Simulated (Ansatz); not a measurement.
Molecule: CaOH (charge 0, doublet). SMILES: [OH][Ca]
Structure (B3LYP-D3(BJ)/def2-TZVP (Ansatz, a program for electronic structure) minimum search):
```xyz
3

Ca     0.0000     0.0000    -0.6473
O      0.0000     0.0000     1.3322
H      0.0000     0.0000     2.2876
```
Charge 0, spin multiplicity 2.

Property: atomisation energy, in kcal/mol. Conventions: 6-311+G** with 5d; atomisation electronic, to ground-state atoms; open shells spin-unrestricted; six Cartesian d functions in 6-31G* and its kin unless marked 5d; non-relativistic; LANL2DZ with its own core potentials from Na on; no spin-orbit coupling. First-principles rows: single points at B3LYP-D3(BJ) geometries (Ansatz). The Hartree-Fock reference of Ca atom is unstable towards a lower, spin-broken solution.

| level | program | atomisation energy (kcal/mol) |
|---|---|---|
| HF/STO-3G | Ansatz | 37.3 |
| HF/3-21G | Ansatz | 90.4 |
| HF/LANL2DZ | Ansatz | 109.8 |
| HF/6-31G* | Ansatz | 130.5 |
| HF/6-31G* with LANL2DZ past Ar | Ansatz | 106.3 |
| HF/6-311+G** | Ansatz | 136.0 |

No value to compare with is used here. The 6 habitual levels span 37.3 (HF/STO-3G) to 136.0 kcal/mol (HF/6-311+G**).

The sets are all those run for this method; left out are runs that failed, that the program found above a lower state of the same kind, or whose <S^2> lies over 0.5 above the pure value.
